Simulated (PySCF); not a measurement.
C2H2F2. Atoms are numbered in the order given.

```xyz
6

F      0.0000     1.3928    -0.5468
C      0.0000     0.6659     0.5708
C      0.0000    -0.6659     0.5708
F      0.0000    -1.3928    -0.5468
H      0.0000     1.2468     1.4962
H      0.0000    -1.2468     1.4962
```

Coordinates come from a B3LYP-D3(BJ)/def2-SVP optimisation.

Computed with PySCF with B3LYP/pcSseg-2.

GIAO shieldings, no solvent; atoms alike by connectivity are averaged. δ = σ(ref) − σ: ¹⁹F against CFCl3 (σ = 159.6 ppm); ¹³C against TMS (σ = 181.3 ppm); ¹H against TMS (σ = 31.68 ppm), references at their B3LYP-D3(BJ)/def2-TZVP geometries, non-relativistic.

```json
[
 {"nucleus": "¹⁹F", "atoms": "F1, F4", "count": "2", "δ (ppm)": "-173.0"},
 {"nucleus": "¹³C", "atoms": "C2, C3", "count": "2", "δ (ppm)": "151.8"},
 {"nucleus": "¹H", "atoms": "H5, H6", "count": "2", "δ (ppm)": "6.70"}
]
```
